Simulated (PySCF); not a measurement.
**Bond curve of SbS**

Set-up: basis Sb x2c-TZVPPall, S x2c-TZVPPall; spin-free X2C with a Gaussian nucleus; PySCF 2.14. Energies in eV from Sb + S in their ground configurations at the same level. State: ²Π (doublet), unpaired electrons π ↑.

All columns are PBE0. A positive dipole means Sb(−)S(+).

| R (Å) | E (eV) | μ (D) | Mulliken charge on Sb (basis-dependent) | HOMO (eV) | LUMO (eV) | Mayer bond order | ⟨S²⟩ |
| --- | --- | --- | --- | --- | --- | --- | --- |
| 1.901 | -1.780 | -1.28 | 0.40 | -4.79 | -2.96 | 2.21 | 0.75 |
| 1.990 | -2.768 | -1.61 | 0.40 | -4.99 | -3.18 | 2.20 | 0.76 |
| 2.078 | -3.303 | -1.94 | 0.41 | -5.19 | -3.38 | 2.19 | 0.76 |
| 2.145 | -3.488 | -2.18 | 0.40 | -5.33 | -3.53 | 2.19 | 0.76 |
| 2.211 | -3.534 | -2.41 | 0.40 | -5.47 | -3.68 | 2.19 | 0.76 |
| 2.277 | -3.476 | -2.63 | 0.39 | -5.60 | -3.81 | 2.19 | 0.76 |
| 2.366 | -3.285 | -2.87 | 0.38 | -5.75 | -3.98 | 2.15 | 0.81 |
| 2.476 | -2.953 | -2.91 | 0.34 | -5.92 | -4.03 | 1.93 | 1.05 |
| 2.609 | -2.532 | -2.87 | 0.29 | -6.07 | -3.97 | 1.61 | 1.32 |
| 2.786 | -1.997 | -2.94 | 0.26 | -6.23 | -3.83 | 1.30 | 1.56 |

A fit through these points gives, at Re = 2.204 Å, μ = -2.39 D and dμ/dR = -3.44 D/Å; the reduced mass is 25.29 u.

Q: How strong is the fundamental in the double-harmonic approximation, I = 42.26·(dμ/dR)²/μred km/mol?

A: I = 42.26·(-3.44)²/25.29 = 19.8 km/mol at PBE0.

⟨S²⟩ of the unrestricted solution departs from its pure value on part of the curve, where spin states mix. Spin–orbit coupling is left out, which matters for elements this heavy, above all for dissociation energies. The state is the lowest determinant that a PBE0 search found; another state may lie lower at other levels.
